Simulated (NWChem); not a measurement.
**A calculation on HFOSi**

```xyz
4

Si    -0.6240    -0.0001     0.0000
F      0.4348     1.2580     0.0000
O      0.4303    -1.2773     0.0000
H      1.3812    -1.1021     0.0000
```
Charge 0, spin multiplicity 1.

Program: NWChem. All single points use one geometry, from PBE0/def2-SVP, a minimum by its harmonic frequencies. It is one conformer; others weren't searched.

Symmetry labels belong to the abelian group Cs used in the runs, with the axes of the coordinates shown.

The structure started from a generated list of species.

Q: List the lowest 3 singlet excitations that CIS/def2-SVPD gives, with oscillator strengths.

A: 
| state | symmetry | energy (eV) | wavelength (nm) | f |
|---|---|---|---|---|
| 1 | a" | 6.01 | 206 | 0.304 |
| 2 | a' | 8.09 | 153 | 0.475 |
| 3 | a' | 8.50 | 146 | 0.252 |
